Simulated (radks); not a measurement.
The numbers below are computed, except where a source is named.
Numerical settings for neutral palladium, [Kr] 4d10. Code: a radial shooting solver on a logarithmic mesh with Libxc functionals. Model: scalar-relativistic Kohn-Sham, PBE, spin-polarised, spherical densities, finite nucleus; Fermi nuclear charge, rms radius 4.5318 fm. The defaults (mesh step 0.008 in ln r, mesh end at 40 bohr or more with all orbitals vanishing there, Anderson mixing 0.5 over 9 steps, residual threshold near 1e-9 with the energy settled to 1e-9 hartree or 1e-11 of itself, here a cap of 82 iterations) give E = -5045.7944 hartree and 4d at -4.048 eV in 16 iterations. Run on one thread of a shared host, so times are rough (Arm Neoverse V1): 0.22 s of CPU time, 0.22 s wall, 16 iterations on 2381 mesh points. Changes against that run (0 stands for a change within the tolerance of the run):

setting,iterations,converged,E (mhartree),e(4d) (meV),CPU (s)
mesh step in ln r 0.2,4,no,diverged,-,0.01
mesh step in ln r 0.08,50,no,diverged,-,0.17
mesh step in ln r 0.02,16,yes,0,0,0.1
mesh end (bohr) 3,14,level above zero,+1.05e+03,+1.32e+04,0.16
mesh end (bohr) 20,16,yes,0,0,0.21
residual threshold 1e-13,82,no,0,0,0.54
residual threshold 0.01,11,yes,0,+0.524,0.17
mixing 0.01,82,no,0,+0.0297,1
"linear mixing, mixing 0.2",82,no,0,0,0.84
"linear mixing, mixing 0.05",82,no,+1.19,-67.5,0.99
mixing history 2,29,yes,0,0,0.34
iteration cap 8,8,no,+0.00348,-18.8,0.12

Settled on a wrong energy, with an occupied level pushed above zero by the early mesh end: mesh end (bohr) 3 (+1.05 hartree). Apart from these: no run marked as converged misses the energy by more than 1 mhartree. A mesh that ends early acts as a hard wall.
